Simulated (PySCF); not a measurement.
Ru⁴⁰⁺: ionisation energy

Ru⁴⁰⁺ [He] 2s2 (1S) → Ru⁴¹⁺ [He] 2s1 (2S), as a difference of total energies. Calculation: PySCF 2.14, in an uncontracted even-tempered set (19 s from 17 bohr⁻², ratio 2.2; 8 p from 26 bohr⁻², ratio 2.4; 5 d from 79 bohr⁻², ratio 2.4; 5 f from 120 bohr⁻², ratio 2.4; 4 g from 180 bohr⁻², ratio 2.4); the spin-free X2C one-electron Hamiltonian (Gaussian nucleus). Correlated levels: nothing frozen; virtual orbitals above 40 to 60 times the deepest correlated orbital energy dropped. The calculations carry no spin-orbit coupling.

```
                 method  ionisation energy (eV)
                    UHF                  6134.5
                    LDA                  6131.2
                    PBE                  6139.5
                   PBE0                  6138.6
                 r2SCAN                  6133.3
                 revPBE                  6139.6
                   MN15                  6144.4
    MP2 (all electrons)                  6140.3
SCS-MP2 (all electrons)                  6141.4
```

Question: How much does correlation contribute at MP2 (all electrons)?

Answer: 6140.3 − (6134.5) = 5.8 eV, measured against UHF.

For this ion Breit and QED terms and the two-electron picture change, all absent here, outweigh the differences among the correlated methods.

For comparison: 6137 ± 6 eV (semi-empirical (NIST evaluation); NIST Atomic Spectra Database, ionization energies).
